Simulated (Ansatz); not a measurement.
C2H5F2GaN (`[CH2][N](C)[Ga]([F])[F]`) radical. Charge 0, multiplicity 2.

```xyz
11

C     1.205   -0.049    0.724
N     0.146    0.180    0.076
C     0.150    0.305   -1.364
Ga   -1.692    0.249    1.088
F    -2.473   -0.966    0.033
F    -1.023   -0.427    2.608
H     2.169   -0.143    0.221
H     1.136   -0.167    1.802
H    -0.218    1.296   -1.637
H    -0.548   -0.430   -1.769
H     1.148    0.154   -1.782
```

(1) List the harmonic frequencies (cm⁻¹, unscaled) at PBE0-D4/def2-TZVP in Ansatz. (An estimate is asked.)

(2) Is this a minimum?

(3) Give the ideal-gas thermochemistry at 298.15 K and 1 bar (rigid rotor, harmonic oscillator; point group C1, symmetry number 1).

(4) And at 400, 500, 600, 800 and 1000 K?

(5) Rotational constants (cm⁻¹)?

## Answers

(1) Computed: 56, 108, 155, 173, 190, 221, 256, 334, 518, 597, 626, 704, 993, 1109, 1123, 1150, 1281, 1434, 1465, 1466, 1499, 1763, 3048, 3089, 3134, 3144, 3217.

(2) Yes, all 27 modes are real.

(3) Zero-point energy 196.5 kJ/mol; H(298) − E = 220.9 kJ/mol; entropy 386.7 J/(mol·K), of which translation 171.4, rotation 116.8, vibration 92.7, electronic 5.8; G(298) − E = 105.6 kJ/mol. Modes under 100 cm⁻¹ are hindered rotations or soft bends, so the harmonic entropy is rough.

(4) 
```csv
T (K),H − E (kJ/mol),S (J/mol/K),G − E (kJ/mol)
400,234.0,424.2,64.3
500,248.5,456.6,20.2
600,264.5,485.7,-26.9
800,299.9,536.5,-129.3
1000,338.8,579.8,-241.0
```

(5) 0.109, 0.06731, 0.0478.
